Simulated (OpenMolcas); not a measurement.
5s2 5p along the 49-electron sequence

```yaml
Program: OpenMolcas 26.06
Method: SS-CASPT2, IPEA 0.25 Eh, imaginary shift 0.1 Eh
Basis: ANO-R3
Scalar_Hamiltonian: X2C, finite nucleus
Spin-orbit_coupling: RASSI with atomic mean-field integrals over the reference wave functions, term energies averaged over their components
```

Active space for each ion: 3 electrons in 4 orbitals (5s 5p); closed shells correlated by CASPT2: 4d.

Computed levels in cm-1 above 2P* 1/2:

```tsv
Level	Sn+	Sb2+	Te3+	Xe5+
2P* 3/2	3900	5730	7970	13480
weight of 2P* in the lowest level (%)	100	100	100	100
```

Measured, with the error of the calculation in %. Measured levels: Sn+ from NIST Handbook of Basic Atomic Spectroscopic Data; Sb2+, Te3+ from Moore, Atomic Energy Levels, vol. III, NSRDS-NBS 35 (1971 reprint of NBS Circular 467, 1958); Xe5+ from Saloman, J. Phys. Chem. Ref. Data 33, 765 (2004).

```json
{"Level": "2P* 3/2", "Sn+": "4251 (-8.3)", "Sb2+": "6576 (-12.9)", "Te3+": "9223 (-13.6)", "Xe5+": "15599 (-13.6)"}
```

The fine-structure level 2P* 3/2 changes by a factor of 3.46 from Sn+ to Xe5+. Its fourth root runs 7.90, 8.70, 9.45, 10.78, with steps per unit of Z of 0.80, 0.75, 0.66; equal steps would mean a (Z - σ)^4 law with constant σ.

Over all roots computed the reference weight is 0.88 to 0.93 in Sn+, 0.85 to 0.94 in Sb2+, 0.85 to 0.94 in Te3+, 0.86 to 0.95 in Xe5+; the roots of lowest weight are the least certain, and an intruder state may touch them. Measured partners are found by configuration, term and J. A level has none where our copy of the source lacks it or the pairing is in doubt (some pairs that miss far off the trend of their configuration count as doubtful), and it then counts in no deviation. Only configurations of the active space appear.

* marks odd parity.
